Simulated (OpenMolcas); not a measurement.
An OpenMolcas run meant for Mn2+ (ANO-L-VQZP, non-relativistic; inactive shells 1s 2s 2p 3s 3p; intended active space 5 electrons in 5 orbitals (3d)). One step of its input:

```
&CASPT2
Multistate=1 1
Frozen=2 3
IPEA=0.25
Imaginary=5.0
MaxIter=60
WThr=0.0 0.3 0.05
PrWF=0.5
NoMix
```

The run finished. Its levels beside those of a sound run (SS-CASPT2, IPEA 0.25 Eh, imaginary shift 0.1 Eh (closed shells correlated: 3s 3p)), in cm⁻¹ above each run's lowest level:

```tsv
Level	This run	Usual run
3d⁵ ⁶S_5/2	0.0	0.0
3d⁵ ⁴G_9/2	29328	27806
3d⁵ ⁴G_7/2	29328	27806
3d⁵ ⁴G_11/2	29328	27806
3d⁵ ⁴G_5/2	29328	27806
3d⁵ ⁴P_5/2	33111	30504
3d⁵ ⁴P_3/2	33118	30508
3d⁵ ⁴P_1/2	33169	30555
3d⁵ ⁴D_7/2	35761	33431
3d⁵ ⁴D_1/2	35785	33452
3d⁵ ⁴D_3/2	35837	33499
3d⁵ ⁴D_5/2	35860	33520
```

**Question.** Which setting is unsound, and how much does it matter here?

**Answer.** The level shift is far above the usual 0.1 to 0.3 hartree and damps the second-order energy. Against the sound run the excited levels shown move by 2100 cm-1 on average and by 2600 cm-1 at most.

CASPT2 breaks the degeneracy within a term, and the mean is taken; among the terms shown or strongly mixed into the levels shown the widest spread is 37 cm-1 (3d⁵ ⁴D, the sound run). Some high roots are left out of the spin-orbit mixing, which shifts the levels that they would mix with. Only configurations of the active space appear.
